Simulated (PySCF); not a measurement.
Input of a run (PBE0-D3(BJ)/def2-SVP geometry optimisation, gas phase (PySCF 2.14.0)), started from GFN2-xTB:
```
{"job": {"xc": "PBE0", "basis": "def2-SVP", "d3": "d3bj", "grid": 1, "shake": 0.01, "kind": "geom"}, "charge": 0, "multiplicity": 1}
C      3.512190    -0.033050    -0.095830
C      2.281210    -0.010000    -0.103880
C      0.907700    -0.002670    -0.119480
C     -0.251890     0.009710    -0.122320
B     -1.828360    -0.001390    -0.148550
O     -2.534350    -1.137300    -0.271260
O     -2.531260     1.146020    -0.026740
H      4.555620    -0.004910    -0.103100
H     -2.020330    -1.938970    -0.331050
H     -2.040120     1.951620     0.076970
```

Output (energies in Eh, forces in Eh/bohr):
```
step   0  E = -328.88950114  max force = 0.165286
step   1  E = -328.89977523  max force = 0.021037
step   2  E = -328.90041277  max force = 0.004266
step   3  E = -328.90066840  max force = 0.005211
step   4  E = -328.90071257  max force = 0.003164
step   5  E = -328.90073626  max force = 0.000364
step   6  E = -328.90074251  max force = 0.000914
step   7  E = -328.90074763  max force = 0.000838
step   8  E = -328.90075179  max force = 0.000373
optimisation converged
```

Summarise the run.

The energy falls by 0.306 eV over 9 energy and gradient evaluations, the largest force component goes from 0.1653 to 3.7e-04 Eh/bohr, and the atoms move by 0.035 Å rms after alignment. The bond that changes most is C3≡C4 (both ends alkyne carbon), which lengthens by 0.065 Å. Bonds longer at the end by more than 0.005 Å: 5 of 9; shorter: 2. Among the angles that change most is B5–O7–H10, from 117.5° to 112.7°. The energy never rose by more than 1e-6 Eh on the way. The first step brought 91 % of the lowering.

What are the final bond lengths?

C1≡C2 1.217 Å, C2–C3 1.370 Å, C3≡C4 1.225 Å, C4–B5 1.549 Å, B5–O6 1.355 Å, B5–O7 1.354 Å, C1–H8 1.075 Å, O6–H9 0.961 Å, O7–H10 0.961 Å. Numbering counts from 1 in the input's order; the species is `C#CC#CB(O)O`.

The run used 113 basis functions and 65 SCF cycles in all.

Whether it is a minimum is left open (no frequencies). The numbers are those of one conformer.

Shape of the structure used: `[CH:1]#[C:2][C:3]#[C:4][B:5]([OH:6])[OH:7]`: H–O6–B5–C4 1°, H–O7–B5–C4 1°.
